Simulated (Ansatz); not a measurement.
Geometry optimisation, RKS PBE-D4/def2-SVP in Ansatz.

input.yaml

```yaml
crystal:
  periodic: [false, false, false]
  atoms:
    - { symbol: Ga, position_ang: [0.0, 0.0, 0.0] }
    - { symbol: Cl, position_ang: [0.0, 0.0, 2.24] }
    - { symbol: Cl, position_ang: [1.9398, 0.0, -1.12] }
    - { symbol: Cl, position_ang: [-1.9398, 0.0, -1.12] }
basis:
  gaussian: { orbitals: def2-SVP }
hamiltonian:
  xc: pbe
  dispersion: d4
relax:
  f_tol: 0.02
  max_steps: 40
```

Command:

```bash
$ ansatz run input.yaml --threads 2 --pin off --max-ram 3072MiB --backend cpu --events-out ev --progress --plain --runs-dir out
```

Task: Where does it end, and by what steps?

Result: It converged. After 3 steps the energy has fallen by 0.225 eV; Cl2 moved furthest, 0.10 Å.

| step | energy less start (eV) | largest force component (eV/Å) | accepted |
| --- | --- | --- | --- |
| 0 | 0.0000 | 1.362 | yes |
| 1 | -0.2181 | 0.271 | yes |
| 2 | -0.2248 | 0.045 | yes |
| 3 | -0.2250 | 0.004 | yes |

```xyz
4
Properties=species:S:1:pos:R:3
Ga 0.000 0.000 0.000
Cl 0.000 0.000 2.138
Cl 1.852 0.000 -1.069
Cl -1.852 0.000 -1.069
```

Time of the run: 5.7 s on 2 threads of Arm Neoverse V1 (shared host), peak memory 0.13 GiB.
